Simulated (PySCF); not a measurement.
## Where the electron goes

Compound: (HCd-mu-F)2 (singlet state).
Structure used (PBE0-D3(BJ)/def2-SVP), in Å, numbered top down from 1:
```
atom  x, y, z in Å
Cd1   -0.0999   -1.6724    0.2321
H2    -0.2013   -3.3111    0.4540
F3    -1.0908   -0.0333   -0.7007
Cd4    0.0996    1.6725   -0.2317
H5     0.2044    3.3109   -0.4544
F6     1.0880    0.0334    0.7008
```

Method: TDDFT CAM-B3LYP/def2-SVPD, vertical, gas phase, core orbitals frozen in the response, def2 core potentials past Kr in PySCF 2.14.0, density-fitted response routines. Spin–orbit coupling is left out.

Kohn–Sham orbitals with the atoms that hold most of them (Löwdin shares over 4%, at most four atoms; ? is withheld):

```tsv
orbital	ε (eV)	atoms
HOMO-3	-11.97	F3 37%, F6 36%, Cd4 13%, Cd1 13%
HOMO-2	-11.53	F3 46%, F6 46%
HOMO-1	-10.39	Cd4 24%, Cd1 24%, H5 23%, H2 23%
HOMO	?	?
LUMO	-0.34	?
LUMO+1	0.06	Cd4 40%, Cd1 40%, F6 6%, F3 6%
LUMO+2	0.51	Cd1 42%, Cd4 42%, H2 7%, H5 7%
```

Q: Which atoms hold the HOMO, and with what shares?

A: Cd1 (bonded to 2 F and H) 23%; Cd4 (bonded to 2 F and H) 23%; H2 (bonded to Cd) 22%; H5 (bonded to Cd) 22%. By element: cadmium 45%, hydrogen 43%.

Q: Give the leading atoms of the LUMO.

A: Cd4 (bonded to 2 F and H) 33%; Cd1 (bonded to 2 F and H) 33%; H5 (bonded to Cd) 10%; H2 (bonded to Cd) 10%. By element: cadmium 66%, hydrogen 19%.

Q: What is the HOMO energy, and the HOMO–LUMO gap?

A: ε(HOMO) = -9.97 eV; the gap is 9.62 eV (0.3537 hartree).

Q: The HOMO–LUMO gap is 9.62 eV. Where does the response calculation put the lowest singlet, and from which orbitals?

A: S1 is at 7.14 eV (f = 0.0001), 2.48 eV below the gap, made of HOMO→LUMO+1 (81%), HOMO-1→LUMO+2 (18%). Its leading pair isn't HOMO and LUMO; the energies of that pair differ by 10.02 eV. Without the coupling terms of the response equations the lowest excitation would equal the gap.

Q: Give energy, strength and leading configuration of S1, S2, S4 and S6, and follow the Löwdin shares of the leading atoms from the occupied to the empty orbital.

A: 
- S1 (7.14 eV, f 0.0001), HOMO→LUMO+1 (81%): Cd1 23% → 40%, Cd4 23% → 40%; the Löwdin share of cadmium is 45% in HOMO and 79% in LUMO+1
- S2 (7.18 eV, f 0.696), HOMO→LUMO (95%): Cd1 23% → 33%, Cd4 23% → 33%; the Löwdin share of cadmium is 45% in HOMO and 66% in LUMO
- S4 (7.67 eV, f 0.0000), HOMO-1→LUMO (93%): Cd4 24% → 33%, Cd1 24% → 33%; the Löwdin share of cadmium is 49% in HOMO-1 and 66% in LUMO
- S6 (7.75 eV, f 0.0050), HOMO-2→LUMO (87%): F3 46% → at most 10%, F6 46% → at most 10%, Cd4 at most 4% → 33%, Cd1 at most 4% → 33%; the Löwdin share of cadmium is at most 8% in HOMO-2 and 66% in LUMO (ligand-to-metal charge transfer by this measure)
